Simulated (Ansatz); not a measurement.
`CC(C)[NH][Sn]([Cl])([Cl])[Cl]` + `C[O][Zr]([OH])([NH]C(C)(C)C)[O]C` → `CC(C)(C)[NH][Sn]([Cl])([Cl])[Cl]` + `C[O][Zr]([OH])([NH]C(C)C)[O]C`  (redistribution)

Gas-phase electronic energies from Ansatz, PBE0-D4/def2-TZVP geometries. CBS: MP2 limit from def2 TZ/QZ plus the TZ coupled-cluster correction, frozen cores. Functionals use def2-TZVPP. def2 core potentials past Kr. For Sn, Zr outer-core shells are correlated without core-valence functions, which leaves a few kJ/mol of doubt a bond. Each species was taken in one conformer, which may not be the lowest.

Task: Is it downhill or uphill in electronic energy at CCSD(T)/CBS, and by how much? (An estimate is asked.)

Result: Computed: Nearly level: ΔE = 0.0 kcal/mol.

Task: What do these levels give: PBE-D4, revPBE-D4, PBE0, BHLYP, HF/def2-SVP, CCSD(T)/def2-TZVPP? (Best estimate.)

Result: The calculation gave: PBE-D4 0.0, revPBE-D4 0.0, PBE0 0.2, BHLYP 0.4, HF/def2-SVP -0.1, CCSD(T)/def2-TZVPP 0.2 kcal/mol.

Largest T1 diagnostic among the species: 0.015.

Leaving LDA and LC-ωPBE aside and taking each functional with its dispersion term where it has one, the values, not all of them listed here, spread over 0.4 kcal/mol, from B97M-V to B2PLYP.
